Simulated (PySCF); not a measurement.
Calculation: PBE0-D3(BJ)/def2-TZVP // PBE0-D3(BJ)/def2-SVP run with PySCF 2.14.0. All species are isolated molecules in the gas phase. One relaxed conformer stands for a flexible species; it need not be the lowest. Delta-SCF ions had no search for a lower state. Excitations are Tamm–Dancoff values on a coarser integration grid. The basis has no diffuse functions, so Rydberg states are missing or too high.

Reference species (SMILES): `Bc1cc2cc(C#C)ccc2s1` (neutral, multiplicity 1).

```json
{
  "S1–T1 gap (TDA)": "1.00 eV",
  "HOMO": "-6.63 eV",
  "vertical ionisation energy (Delta-SCF)": "8.11 eV"
}
```

After one change: the S1–T1 gap (TDA) rises by 0.08 eV; the HOMO rises by 0.07 eV; the vertical ionisation energy (Delta-SCF) drops by 0.05 eV.

Q: What was changed between the two runs? The new species is one of these.
(A) `Bc1cc2ccsc2cc1C#C`
(B) `Bc1c(C#C)sc2ccccc12`
(C) `Bc1cc2sccc2cc1C#C`
(D) `Bc1cc2cccc(C#C)c2s1`

A: D, `Bc1cc2cccc(C#C)c2s1`
